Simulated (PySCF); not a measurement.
Isomers of C6H14O, one GFN2-xTB conformer each. Single-point energies are computed at PBE0/pcSseg-1 (PySCF, gas phase, no added dispersion term), electronic only.

Problem. Rank them by PBE0/pcSseg-1 energy, lowest first (kJ/mol).
A. `[CH3:1][CH2:2][CH2:3][CH2:4][O:5][CH2:6][CH3:7]` with C1–C2–C3–C4 -177°, C2–C3–C4–O5 66°, C3–C4–O5–C6 -179°, C4–O5–C6–C7 178° (n-BuOEt)
B. `[CH3:1][CH2:2][CH2:3][CH2:4][CH2:5][O:6][CH3:7]` with C1–C2–C3–C4 180°, C2–C3–C4–C5 180°, C3–C4–C5–O6 180°, C4–C5–O6–C7 180° (n-PeOMe)
C. `[CH3:1][CH:2]([CH3:3])[C@H:4]([CH3:5])[CH2:6][OH:7]` with C1–C2–C4–C5 48°, C2–C4–C6–O7 -62°, C4–C6–O7–H 180° (2,3-dimethyl-1-butanol)
D. `[CH3:1][CH2:2][CH2:3][O:4][CH:5]([CH3:6])[CH3:7]` with C1–C2–C3–O4 -179°, C2–C3–O4–C5 168°, C3–O4–C5–C6 73° (n-PrOi-Pr)
E. `[CH3:1][CH2:2][O:3][C:4]([CH3:5])([CH3:6])[CH3:7]` with C1–C2–O3–C4 180°

Solution. C (0.0), E (3.3), D (7.4), A (14.1), B (29.5).

As drawn, the lowest has an O–H bond, which the highest lacks. Neighbours under 10 kJ/mol apart (CC(C)[C@H](C)CO and CCOC(C)(C)C; CCOC(C)(C)C and CCCOC(C)C; CCCOC(C)C and CCCCOCC) can change places with a better method, another conformer or zero-point energy. GFN2-xTB itself gives, in the same order: 11.6, 0.0, 6.8, 15.0, 19.8. GFN2-xTB puts CCOC(C)(C)C lowest instead; measured from each level's own lowest isomer, the values differ by up to 11.6 kJ/mol (CC(C)[C@H](C)CO: 11.6 against 0.0).

Problem. Which frontier levels, dipoles and rotational constants go with these structures?

Solution. 
```csv
SMILES,"HOMO (eV, PBE0/pcSseg-1)",LUMO (eV),dipole (D),"A, B, C (MHz)"
CC(C)[C@H](C)CO,-7.64,1.40,1.51,"3129, 1816, 1583"
CCOC(C)(C)C,-7.17,1.42,1.21,"4113, 1561, 1532"
CCCOC(C)C,-7.21,1.52,1.12,"6344, 1102, 994.3"
CCCCOCC,-7.26,1.61,1.13,"6208, 1010, 920.2"
CCCCCOC,-7.26,1.52,1.17,"13511, 763.8, 743.1"
```
